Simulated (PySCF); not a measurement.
Species: C7H5NO2.
Numbering: `[OH:1][c:2]1[cH:3][cH:4][c:5]2[cH:6][n:7][o:8][c:9]2[cH:10]1` (hydrogens: H11 on O1; H12 on C3; H13 on C4; H14 on C6; H15 on C10)

Cartesian coordinates in Å at the PBE0-D3(BJ)/def2-SVP level; atoms count from 1:
```
atom  x, y, z in Å
O1     2.899   -0.364   -0.594
C2     1.595   -0.171   -0.325
C3     1.194    1.168   -0.091
C4    -0.120    1.481    0.197
C5    -1.057    0.437    0.253
C6    -2.456    0.270    0.500
N7    -2.813   -0.978    0.421
O8    -1.682   -1.708    0.118
C9    -0.637   -0.876    0.017
C10    0.681   -1.222   -0.276
H11    3.067   -1.303   -0.734
H12    1.963    1.940   -0.145
H13   -0.416    2.517    0.375
H14   -3.211    1.021    0.733
H15    0.973   -2.258   -0.456
```

Level of theory: TDDFT wB97X-D/def2-SVPD, vertical, gas phase, core orbitals frozen in the response (PySCF).

Transition dipole moments from the ground state, in atomic units and in the frame of the coordinates above (overall signs are arbitrary), for the states with f of 0.002 or more among the lowest 6:

```tsv
state	E (eV)	μx	μy	μz
S1	4.995	0.889	0.260	-0.139
S2	5.423	-0.545	-0.678	0.024
S3	6.307	1.148	-0.842	-0.319
S4	6.426	0.035	-0.021	0.174
S6	6.818	-1.585	-0.604	0.231
```

Q: What oscillator strength does each state have?

A: f = (2/3) ΔE |μ|² with ΔE in hartree (27.2114 eV).

```
state  |μ|² (au)  |μ| (D)      f
   S1      0.878     2.38  0.107
   S2      0.757     2.21  0.101
   S3      2.129     3.71  0.329
   S4      0.032     0.45  0.005
   S6      2.932     4.35  0.490
```

Q: The point group is Cs. Which irreducible representation does each state belong to?

A: Polarised normal to the mirror plane, so A″: S4. Polarised in the mirror plane, so A′: S1, S2, S3 and S6.

Q: What angle do the transition dipoles of S3 and S6 make?

A: |cos θ| = |μa·μb| / (|μa| |μb|) = 0.55, so θ ≈ 56° (taken between 0 and 90°, since the signs are arbitrary).

Q: How is the summed strength of these states shared among x, y and z?

A: (2/3) Σ ΔE μα² gives 0.760 for x, 0.240 for y and 0.032 for z, 1.032 in all.

Q: What peak molar absorption coefficient would the strongest computed level give as a lone Gaussian band 0.4 eV wide at half height?

A: ε(max) = 2.175×10⁸ f / FWHM, with the width in cm⁻¹. S6: 2.175×10⁸ × 0.4898 / 3226 ≈ 33000 L mol⁻¹ cm⁻¹.

One conformer stands for the species.
